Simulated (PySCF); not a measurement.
Polarisability and C₆ of Pt⁺ (platinum, charge +1)

[Xe] 4f14 5d9, 2D determinant. Calculation: PySCF 2.14, in aug-cc-pVQZ-PP with ECP60MDF; scalar relativity through the core potential. Coupled (time-dependent) response in atomic units; α is the mean over directions.

```tsv
method	mean α (bohr³)	α xx, yy, zz	C₆ (like pair)	S(−4)
PBE0	16.17	16.06, 16.06, 16.40	121.5	83.50
```

S(−4) is the Cauchy moment in α(ω) = α(0) + S(−4) ω² + …

Spin-orbit coupling is absent.

α(iu) at PBE0:

| u (hartree) | α(iu) (bohr³) |
| --- | --- |
| 0 | 16.17 |
| 0.0500 | 15.97 |
| 0.100 | 15.41 |
| 0.200 | 13.69 |
| 0.300 | 11.87 |
| 0.500 | 9.016 |
| 0.750 | 6.713 |
| 1.00 | 5.210 |
| 1.50 | 3.402 |
| 2.00 | 2.386 |
| 3.00 | 1.346 |
| 5.00 | 0.5871 |

A single London oscillator, α(iu) = α/(1 + u²/ω²), gives C₆ = (3/4) ω α². Matching the computed C₆ needs ω = 4 × 121.5 / (3 × 16.17²) = 0.620 hartree.

For an ion, C₆ is the dispersion term alone; charge-induced terms of lower order in 1/R come first.

The components differ because the open shell of this determinant is not spherical; for a pure term their mean is the scalar polarisability.

Energies and moments cover only the electrons outside the core potential. Spin-orbit coupling, absent here, splits the open shell strongly. ⟨S²⟩ = 0.93 against 0.75 shows spin contamination.
